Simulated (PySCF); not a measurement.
# Potassium: highly charged ions in a basis for the neutral atom

K¹⁵⁺ [He] 2s2, K¹⁶⁺ [He] 2s1. Calculation: PySCF 2.14, in Sapporo-DKH3-DZP-2012 (6s5p1d, 26 functions); scalar relativity by spin-free X2C-1e. No spin-orbit coupling, so a gap to NIST mixes the basis error with missing relativistic terms.

Changed run: basis of the neutral atom used for a highly charged ion. This setting is unsound on purpose.

| species | method | sound run (hartree) | changed run (hartree) | converged |
| --- | --- | --- | --- | --- |
| K¹⁵⁺ | UHF | not run | -423.63096 | yes |
| K¹⁵⁺ | M06-2X | not run | -423.85712 | yes |
| K¹⁵⁺ | r2SCAN | not run | -423.68087 | yes |
| K¹⁶⁺ | UHF | not run | -388.46205 | yes |
| K¹⁶⁺ | M06-2X | not run | -388.56456 | yes |
| K¹⁶⁺ | r2SCAN | not run | -388.49663 | yes |

Ionisation energy of K¹⁵⁺:

| method | changed run (eV) | NIST (eV) |
| --- | --- | --- |
| UHF | 956.99 | 967.7 ± 0.3 |
| M06-2X | 960.36 | 967.7 ± 0.3 |
| r2SCAN | 957.41 | 967.7 ± 0.3 |

The contracted functions were made for the neutral atom and can be too rigid for a highly charged ion.
